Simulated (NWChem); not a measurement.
Molecule: LiOH; SMILES [Li][OH]

```xyz
3

Li    -0.7681    -0.7187    -0.6607
O      0.1917     0.1794     0.1649
H      0.7808     0.7305     0.6716
```
Atoms are numbered in this order, from 1.

Coordinates come from a PBE0/def2-SVP optimisation.

**Question.** Give the principal values of the shielding tensors (ppm) of Li1, O2 from B3LYP/pcSseg-3, GIAO (NWChem), with their diamagnetic and paramagnetic parts as GIAO splits them.

**Answer.** 
```csv
atom,σ11,σ22,σ33,isotropic,diamagnetic,paramagnetic
Li1,78.6,78.6,108.0,88.4,99.8,-11.4
O2,254.8,254.8,412.4,307.3,386.5,-79.2
```
